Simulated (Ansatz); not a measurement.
Steps of a relaxation of C2H9AlOSi (`[CH3][Al]([SiH3])[CH2]O`) with RKS PBE-D4/def2-SVP.

```sh
$ ansatz run in.yaml --threads 4 --pin off --events-out ev --progress --plain --max-ram 10444MiB
```

```yaml
crystal:
  periodic: [false, false, false]
  atoms:
    - {symbol: C, position_ang: [-1.622700, 0.953000, 0.791700]}
    - {symbol: Al, position_ang: [-0.041300, 0.032800, 0.172700]}
    - {symbol: Si, position_ang: [1.564300, -0.607500, 1.731300]}
    - {symbol: C, position_ang: [0.295800, -0.373900, -1.758100]}
    - {symbol: O, position_ang: [-0.870200, 0.087100, -2.499700]}
    - {symbol: H, position_ang: [-2.225000, 0.379600, 1.500900]}
    - {symbol: H, position_ang: [-1.350600, 1.950500, 1.274700]}
    - {symbol: H, position_ang: [-2.280200, 1.233800, -0.100400]}
    - {symbol: H, position_ang: [2.698800, -1.280600, 1.092500]}
    - {symbol: H, position_ang: [0.995600, -1.514000, 2.756700]}
    - {symbol: H, position_ang: [2.107000, 0.586200, 2.447500]}
    - {symbol: H, position_ang: [0.326000, -1.479000, -1.851900]}
    - {symbol: H, position_ang: [1.108900, 0.131000, -2.116900]}
    - {symbol: H, position_ang: [-0.719200, -0.128100, -3.412200]}
basis:
  gaussian: {orbitals: def2-SVP}
hamiltonian: {xc: pbe, dispersion: d4}
relax: {f_tol: 0.03, max_steps: 200}
```

Positions (Å) and forces (eV/Å) along the path, 6 of 6 steps:

```xyz
14
step=1 energy=-18720.4557 eV
C    -1.623    0.953    0.792   -0.474    1.601   -0.987
Al   -0.041    0.033    0.173   -0.479    0.188   -0.938
Si    1.564   -0.608    1.731    0.354    0.077    0.547
C     0.296   -0.374   -1.758   -4.192   -1.019    1.017
O    -0.870    0.087   -2.500   -0.250    0.369    1.438
H    -2.225    0.380    1.501   -0.298   -0.216    0.423
H    -1.351    1.950    1.275   -0.165   -0.807   -0.178
H    -2.280    1.234   -0.100    0.449   -0.333    0.740
H     2.699   -1.281    1.093    0.696   -0.428   -0.234
H     0.996   -1.514    2.757   -0.127   -0.332    0.405
H     2.107    0.586    2.447    0.136    0.229    0.206
H     0.326   -1.479   -1.852    0.762   -0.237   -0.038
H     1.109    0.131   -2.117    3.406    1.187   -1.167
H    -0.719   -0.128   -3.412    0.184   -0.278   -1.233
14
step=2 energy=-18720.8692 eV
C    -1.687    0.989    0.729   -0.207    0.550   -0.222
Al   -0.070    0.056    0.164    0.009   -0.063   -0.316
Si    1.643   -0.646    1.763    0.031    0.074    0.156
C     0.240   -0.359   -1.768   -1.630    0.121    0.186
O    -0.920    0.119   -2.505    0.300   -0.118    0.604
H    -2.283    0.427    1.471   -0.067   -0.084    0.135
H    -1.416    1.964    1.212   -0.070   -0.228   -0.050
H    -2.349    1.231   -0.142    0.235   -0.140    0.233
H     2.831   -1.353    1.183    0.130   -0.087   -0.133
H     1.093   -1.559    2.824   -0.080   -0.092    0.100
H     2.192    0.546    2.507    0.033    0.079    0.046
H     0.340   -1.469   -1.844    0.303   -0.056   -0.132
H     1.144    0.128   -2.129    0.990    0.111   -0.272
H    -0.773   -0.103   -3.435    0.022   -0.067   -0.334
14
step=3 energy=-18720.9232 eV
C    -1.688    0.994    0.739   -0.032   -0.023    0.036
Al   -0.075    0.049    0.142    0.072   -0.001    0.065
Si    1.646   -0.630    1.797    0.005   -0.008   -0.068
C     0.213   -0.363   -1.789   -0.321    0.161   -0.123
O    -0.917    0.152   -2.524    0.361   -0.171    0.124
H    -2.263    0.426    1.502    0.036   -0.012   -0.041
H    -1.426    1.964    1.214    0.014    0.031   -0.006
H    -2.353    1.199   -0.123   -0.055    0.025   -0.031
H     2.826   -1.343    1.171   -0.028    0.016    0.053
H     1.083   -1.553    2.858    0.016    0.016   -0.040
H     2.204    0.565    2.543   -0.014   -0.031   -0.031
H     0.327   -1.474   -1.900    0.026   -0.012   -0.017
H     1.191    0.062   -2.140   -0.036   -0.021    0.035
H    -0.780   -0.077   -3.463   -0.044    0.031    0.043
14
step=4 energy=-18720.9286 eV
C    -1.704    1.006    0.733    0.016   -0.027    0.054
Al   -0.083    0.060    0.155    0.046   -0.039   -0.028
Si    1.655   -0.638    1.774   -0.011    0.010    0.008
C     0.208   -0.364   -1.770   -0.035    0.049   -0.037
O    -0.903    0.146   -2.511    0.085   -0.051   -0.057
H    -2.268    0.432    1.500    0.010    0.006   -0.013
H    -1.447    1.980    1.203   -0.006    0.022    0.006
H    -2.377    1.201   -0.126   -0.005    0.001   -0.024
H     2.841   -1.355    1.167   -0.037    0.018   -0.010
H     1.089   -1.562    2.830    0.009    0.012   -0.002
H     2.211    0.558    2.516    0.003   -0.015    0.009
H     0.335   -1.474   -1.886    0.009   -0.010    0.024
H     1.193    0.062   -2.108   -0.040   -0.011    0.040
H    -0.762   -0.080   -3.449   -0.044    0.033    0.032
14
step=5 energy=-18720.9292 eV
C    -1.707    1.010    0.744    0.015   -0.019    0.057
Al   -0.091    0.064    0.151    0.033   -0.025   -0.004
Si    1.649   -0.637    1.765   -0.004    0.007    0.012
C     0.208   -0.364   -1.769   -0.020    0.022   -0.135
O    -0.891    0.134   -2.531   -0.003   -0.006   -0.068
H    -2.264    0.433    1.514    0.011    0.006   -0.011
H    -1.446    1.982    1.215   -0.004    0.013    0.004
H    -2.388    1.209   -0.106   -0.015    0.004   -0.039
H     2.832   -1.353    1.154   -0.032    0.016   -0.010
H     1.086   -1.562    2.822    0.007    0.010   -0.002
H     2.208    0.557    2.510    0.002   -0.012    0.007
H     0.342   -1.474   -1.874    0.021   -0.010    0.026
H     1.196    0.064   -2.096   -0.024   -0.019    0.041
H    -0.747   -0.092   -3.471    0.014    0.013    0.122
14
step=6 energy=-18720.9302 eV
C    -1.701    1.008    0.743    0.004    0.005    0.005
Al   -0.086    0.059    0.149   -0.008    0.004    0.008
Si    1.646   -0.634    1.770    0.005    0.004    0.008
C     0.205   -0.365   -1.774    0.009    0.002   -0.003
O    -0.897    0.134   -2.529   -0.008   -0.004   -0.020
H    -2.258    0.430    1.511   -0.002    0.001    0.000
H    -1.443    1.982    1.213   -0.004   -0.003   -0.001
H    -2.381    1.205   -0.111    0.000   -0.001   -0.002
H     2.824   -1.349    1.152   -0.001   -0.001   -0.005
H     1.085   -1.558    2.827   -0.002   -0.003   -0.002
H     2.208    0.555    2.517    0.003    0.000    0.000
H     0.344   -1.475   -1.877    0.004    0.000   -0.005
H     1.191    0.067   -2.094   -0.002   -0.008    0.000
H    -0.750   -0.087   -3.468    0.003    0.003    0.017
```

Hardware: 4 threads of an Arm Neoverse V2 on a shared host. Wall time 9 s, peak host memory 0.17 GiB.
